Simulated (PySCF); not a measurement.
# Reproducing measurements on iodoethane

**The experiment to reproduce.**

NIST CCCBDB Release 22 (SRD 101), experimental dipoles lists, for the gas: dipole moment 1.976 D.

How close the calculation comes is told at the end.

Compound: iodoethane, C2H5I.
Atom-mapped SMILES: `[CH3:1][CH2:2][I:3]` (hydrogens: H4, H5, H6 on C1; H7, H8 on C2)

Cartesian coordinates in Å at the PBE0-D3(BJ)/def2-SVP level; atoms count from 1:
```xyz
8
C2H5I angstrom
C     -0.7965    0.1627   -0.0176
C      0.6338   -0.3155   -0.0083
I      2.0390    1.2755    0.4164
H     -1.0920    0.5794    0.9561
H     -0.9625    0.9336   -0.7842
H     -1.4626   -0.6878   -0.2402
H      0.9537   -0.7157   -0.9788
H      0.8245   -1.0682    0.7670
```

The PySCF runs (gas phase, on this PBE0-D3(BJ)/def2-SVP geometry; no spin–orbit coupling):

| level | job | basis functions | wall time |
| --- | --- | --- | --- |
| PBE0-D3(BJ)/def2-SVP, grid level 1 | geometry optimisation from a GFN2-xTB start shaken at random | 79 | 13 s |

Hardware: one thread, Intel Xeon Platinum 8375C at 2.90 GHz (x86_64), on a shared host.

Atoms past Kr carry def2 core potentials in the def2 sets.

## Comparison

**Dipole moment.** Measured: 1.976 D (NIST CCCBDB Release 22 (SRD 101), experimental dipoles).

```csv
level,computed (D),computed − measured (D),% (from the printed values)
PBE0-D3(BJ)/def2-SVP,1.956,-0.020,-1
```

The computed dipoles belong to one fixed geometry; measured ones are averaged over vibrations unless marked μe. Magnitudes are compared, not signs.

No measured geometry was used, and the causes of the misses weren't examined.
